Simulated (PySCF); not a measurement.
**Peak assignment**

Mapped SMILES: `[CH3:1][p:2]1[c:3]([F:4])[cH:5][c:6]2[cH:7][cH:8][cH:9][cH:10][c:11]12` (H(Xn): hydrogen on atom n).

- coordinates at the GFN2-xTB level
- shieldings: GIAO PBE0/pcSseg-1
- code: PySCF 2.14
- no solvent, one averaged value for each set of equivalent atoms, non-relativistic, a single conformation

δ = σ(ref) − σ, references computed at the same level: $^{13}$C (σref 186.93) and $^{1}$H (σref 31.72) against TMS.

**Question.** Assign these signals to the numbered atoms. $^{13}$C{$^{1}$H} NMR (computed): δ 193.9 (C), 147.6 (C), 147.4 (C), 134.6 (CH), 134.0 (CH), 130.2 (CH), 128.9 (CH), 122.2 (CH), 16.6 (CH3).

**Answer.** 
193.9 → C3, unsaturated ring carbon
147.6 → C6, ring-fusion aromatic carbon
147.4 → C11, ring-fusion aromatic carbon
134.6 → C10, aromatic CH: the aromatic region
134.0 → C8, aromatic CH
130.2 → C9, aromatic CH
128.9 → C7, aromatic CH
122.2 → C5, unsaturated ring CH
16.6 → C1, methyl carbon bonded to P

C6 and C11; C10 and C8; C9 and C7 lie closer than the usual error of such a calculation, so a measured spectrum could show them in the other order.

**Question.** Assign these signals to the numbered atoms. $^{1}$H NMR (400 MHz, computed): δ 7.73 (m, 1H), 7.67 (m, 1H), 7.62 (m, 1H), 7.45 (m, 1H), 6.80 (m, 1H), 1.52 (m, 3H).

**Answer.** 
| δ (ppm) | atoms | environment | reason |
| --- | --- | --- | --- |
| 7.73 | H(C10) | hydrogen on an aromatic CH | the ring current deshields protons in the ring plane |
| 7.67 | H(C7) | hydrogen on an aromatic CH | – |
| 7.62 | H(C8) | hydrogen on an aromatic CH | – |
| 7.45 | H(C9) | hydrogen on an aromatic CH | – |
| 6.80 | H(C5) | hydrogen on a unsaturated ring CH | – |
| 1.52 | H(C1) | hydrogen on a methyl carbon bonded to P | – |

H(C10) and H(C7); H(C7) and H(C8) lie closer than the usual error of such a calculation, so a measured spectrum could show them in the other order.

Splittings by $^{19}$F and $^{31}$P in the carbon and heteronuclear signals aren't shown, as no couplings were computed. Shifts are as computed. Against solution values, carbons near 30 ppm lie about +3 ppm off and those near 130 ppm about +5 ppm. Of 1211 compounds with measured shifts, 218 miss one by over three times the rms of a fit or turn the order of signals round; such compounds aren't used in these exercises. No couplings were computed; multiplicities are counted from neighbouring protons, with m where these are inequivalent, close in shift, in a saturated or five-membered ring or joined by F or P, and br s for small geminal =CH2 splittings.
